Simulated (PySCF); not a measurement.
Polarisability and C₆ of Zr⁺ (zirconium, charge +1)

[Kr] 4d2 5s1, high-spin 4F determinant. Computed with PySCF 2.14 in aug-cc-pVTZ-PP with ECP28MDF (6s6p5d3f2g, 88 functions), with scalar relativity through the core potential. Coupled (time-dependent) response in atomic units; α is the mean over directions.

```csv
method,mean α (bohr³),C₆ (like pair),S(−4)
wB97X,67.37,590.4,3024
```

S(−4) is the Cauchy moment in α(ω) = α(0) + S(−4) ω² + …

Spin-orbit coupling is absent.

α(iu) at wB97X:

```json
{"u (hartree)": "0", "α(iu) (bohr³)": "67.37"}
{"u (hartree)": "0.0500", "α(iu) (bohr³)": "60.68"}
{"u (hartree)": "0.100", "α(iu) (bohr³)": "47.47"}
{"u (hartree)": "0.200", "α(iu) (bohr³)": "27.54"}
{"u (hartree)": "0.300", "α(iu) (bohr³)": "17.98"}
{"u (hartree)": "0.500", "α(iu) (bohr³)": "10.22"}
{"u (hartree)": "0.750", "α(iu) (bohr³)": "6.506"}
{"u (hartree)": "1.00", "α(iu) (bohr³)": "4.658"}
{"u (hartree)": "1.50", "α(iu) (bohr³)": "2.777"}
{"u (hartree)": "2.00", "α(iu) (bohr³)": "1.837"}
{"u (hartree)": "3.00", "α(iu) (bohr³)": "0.9582"}
{"u (hartree)": "5.00", "α(iu) (bohr³)": "0.3849"}
```

A single London oscillator, α(iu) = α/(1 + u²/ω²), gives C₆ = (3/4) ω α². Matching the computed C₆ needs ω = 4 × 590.4 / (3 × 67.37²) = 0.173 hartree.

For an ion, C₆ is the dispersion term alone; charge-induced terms of lower order in 1/R come first.

Energies and moments cover only the electrons outside the core potential.
